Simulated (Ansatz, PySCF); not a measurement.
Energy difference R1 + R2 → P1, each structure at its B3LYP-D3(BJ)/def2-TZVP stationary point, reached from a drawn start (curvature not checked).
P1, SiCl4 (SMILES Cl[Si](Cl)(Cl)Cl) (charge 0, multiplicity 1, Z-matrix in Å and degrees):
```
Si
Cl 1 2.0325
Cl 1 2.0325 2 109.47
Cl 1 2.0325 2 109.47 3 -120.00
Cl 1 2.0325 2 109.47 3 120.00
```
R1: Cl2Si (SMILES Cl[Si]Cl), charge 0, multiplicity 1.
R2, Cl2 (SMILES ClCl) (charge 0, multiplicity 1):
```xyz
2

Cl     0.00000     0.00000    -1.00672
Cl     0.00000     0.00000     1.00672
```

P less R. No zero-point or thermal terms.

Programs: Ansatz (Gaussian orbitals); PySCF for the D3/D4 terms. Each number belongs to the level named beside it.

Problem. Predict the reaction energy from B3LYP/def2-TZVPP.

Solution. -4.73 eV

Problem. What is the computed reaction energy (wB97X-V/def2-TZVPP)?

Solution. -5.33 eV

Problem. What reaction energy does revPBE-D3(BJ)/def2-TZVPP give?

Solution. -4.85 eV

Ansatz is a quantum-chemistry and plane-wave program.
